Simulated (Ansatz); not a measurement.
C2H8AlBO, SMILES `[BH2][AlH][CH2]OC` from Hartree–Fock to CCSD(T)

Z-matrix (Å, degrees):
```
C
Al 1 2.005
O 1 1.429 2 112.3
H 1 1.093 2 112.8 3 119.5
H 1 1.104 2 110.3 3 -122.4
B 2 2.094 1 109.0 3 21.3
H 2 1.592 1 118.3 3 -161.5
C 3 1.373 1 114.0 2 -52.5
H 6 1.202 2 123.2 1 -89.1
H 6 1.202 2 121.6 1 91.0
H 8 1.097 3 113.7 1 -51.2
H 8 1.091 3 108.9 1 -174.7
H 8 1.136 3 112.0 1 69.7
```

Total charge 0; spin multiplicity 1. Geometry: relaxed with PBE0-D4/def2-TZVP. It is one conformer, not always the lowest. Frozen core, restricted reference, Ansatz 0.2.0. CBS rows extrapolate triple and quadruple zeta; past MP2 they add the triple-zeta difference.

```csv
basis,HF (Eh),MP2 corr.
def2-SVP,-421.55011,-0.62070
def2-TZVPP,-421.84133,-0.77321
def2-QZVPP,-421.85696,-0.82651
```

Problem. Estimate the CCSD correlation energy and the (T) correction in each basis where they were run (hartree).

Solution. 
| basis | CCSD corr. | (T) |
| --- | --- | --- |
| def2-SVP | -0.68504 | -0.01958 |
| def2-TZVPP | -0.82771 | -0.03207 |
| CBS(def2) | -0.92049 | as TZ |
